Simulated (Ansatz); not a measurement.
Dimer: CH3F (SMILES CF) (first 5 atoms) with CH6Si (SMILES C[SiH3]); geometry from B3LYP-D3(BJ)/def2-TZVP.
(charge 0, multiplicity 1):
```xyz
13

C     -0.682     0.493    -0.302
F      0.316    -0.271     0.299
H     -0.489     0.532    -1.374
H     -1.645     0.023    -0.105
H     -0.657     1.495     0.126
C      1.063    -0.970     3.528
Si    -0.341     0.270     3.489
H      1.928    -0.561     4.053
H      1.365    -1.226     2.512
H      0.758    -1.885     4.039
H     -0.762     0.626     4.868
H     -1.525    -0.280     2.784
H      0.065     1.522     2.805
```

Basis-set superposition error: the interaction energy with monomers in their own basis, and in the dimer's basis (counterpoise).

Run with Ansatz (Gaussian orbitals). 

```
level                    uncorrected (meV)  counterpoise (meV)  difference
-----------------------  -----------------  ------------------  ----------
BLYP/def2-TZVPPD                      16.6                20.1         3.5
revPBE/def2-TZVPPD                    27.1                29.9         2.8
B97M-V/def2-TZVPPD                   -96.9               -94.3         2.6
B3LYP/def2-TZVPPD                    -10.3                -7.2         3.1
BHLYP/def2-TZVPPD                    -37.9               -35.2         2.7
CAM-B3LYP/def2-TZVPPD                -47.0               -43.6         3.3
wB97X-V/def2-TZVPPD                  -95.9               -93.3         2.6
wB97M-V/def2-TZVPPD                  -95.9               -92.8         3.1
B2PLYP/def2-TZVPPD                   -48.3               -40.4         7.9
SCS-MP2/aug-cc-pV(D+d)Z             -104.0               -54.7        49.4
```

The error is largest for SCS-MP2/aug-cc-pV(D+d)Z (49.4 meV) and smallest for B97M-V/def2-TZVPPD (2.6 meV).

Ansatz is a program for electronic structure.
